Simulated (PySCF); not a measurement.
Compound: C8H13P.
Bonds: C1–P2 (double), P2–C3, C3–C4 (double), C4–C5, C5–C6, C6–C7, P2–C8, C8–C9, P2–C9, C3–C7. Hydrogens: H10, H11 on C1; H12 on C4; H13, H14 on C5; H15, H16 on C6; H17, H18 on C7; H19, H20 on C8; H21, H22 on C9.

Probes without a nucleus sit at each ring's centroid and 1 Å off its mean plane on both sides; NICS is minus the shielding there, NICSzz its component along the normal. Level: GIAO PBE0/pcSseg-1 (PySCF, non-relativistic, gas phase) on the GFN2-xTB geometry, one conformer.

Rings: 1. P2–C8–C9; 2. C3–C4–C5–C6–C7.

| set | NICS(0) | NICS(1), two faces | NICS(1)zz, two faces |
| --- | --- | --- | --- |
| P | -2.1 | -3.9 / -2.7 | -2.6 / -1.6 |
| Q | -32.4 | -7.3 / -8.9 | -18.4 / -24.0 |

**Question.** Which set (ppm) belongs to which ring?

**Answer.** P = 2, Q = 1.
- 1 (3-membered ring with P; formal bonds all single): mean NICS(1)zz -21.2 ppm, shielded. P2, C8, C9 have four or more neighbours, and the NICS criterion for π rings isn't applied.
- 2 (5-membered carbocycle; formal bonds 1 double, 4 single): mean NICS(1)zz -2.1 ppm, near zero. C5, C6, C7 have four or more neighbours, and the NICS criterion for π rings isn't applied.

**Question.** How do the rings differ in shape?

**Answer.** 
```json
{"ring": "1", "bond lengths (Å)": "1.815, 1.530, 1.816", "rms pucker (Å)": "0.00", "HOMA": "–", "nearest outside atom to a NICS(1) probe (Å)": "hydrogen 1.50"}
{"ring": "2", "bond lengths (Å)": "1.332, 1.496, 1.538, 1.538, 1.507", "rms pucker (Å)": "0.10", "HOMA": "–", "nearest outside atom to a NICS(1) probe (Å)": "hydrogen 1.62"}
```
